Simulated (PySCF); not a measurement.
NMR data simulated for an unnamed compound:

$^{1}$H NMR (400 MHz, computed): δ 7.06 (m, 1H), 5.75 (m, 1H), 5.25 (m, 1H), 2.88 (m, 1H), 2.18 (d, 1H), 1.14 (d, 3H).

$^{13}$C{$^{1}$H} NMR (computed): δ 159.0 (CH), 121.6 (C), 108.6 (CH), 93.7 (CH), 86.0 (C), 79.6 (CH), 32.1 (CH), 15.0 (CH3).

Theory: PBE0-D3(BJ)/def2-SVP structure, PBE0/pcSseg-1 with gauge-including orbitals, in PySCF 2.14 (gas phase, non-relativistic Hamiltonian, single conformer, fast rotation and ring inversion assumed for equivalent nuclei).

Scale: TMS for $^{1}$H (31.27 ppm), $^{13}$C (184.41 ppm) (reference shieldings calculated alike).

Task: Which of these does the molecule contain: a (CH3)2CH unit, a nitrile, a C≡C triple bond, an amide, a non-aromatic C=C double bond, an S-methyl group?

Result: 
- A (CH3)2CH unit: no.
- A nitrile: yes (δC 121.6).
- A C≡C triple bond: yes (δC 79.6, 86.0; δH 2.18 (d)).
- An amide: no.
- A non-aromatic C=C double bond: yes.
- An S-methyl group: no.

The data belong to SMILES C#C[C@@H](C)[C@@H](F)/C=C/C#N, C$_{8}$H$_{8}$FN; they needn't prove each group on their own.

Carbon signals by region: 3 in the sp2 and nitrile region (100–160 ppm), 3 at 50–100 ppm, 2 below 50 ppm.

Splittings by $^{19}$F in the carbon and heteronuclear signals aren't shown, as no couplings were computed. Shifts are as computed. Against solution values, carbons near 30 ppm lie about +2 ppm off and those near 130 ppm about +5 ppm. Of 1211 compounds with measured shifts, 218 miss one by over three times the rms of a fit or turn the order of signals round; such compounds aren't used in these exercises. Multiplicities follow the n + 1 count of equivalent neighbours, as no J values were calculated; m marks all less simple cases, F and P coupling included.
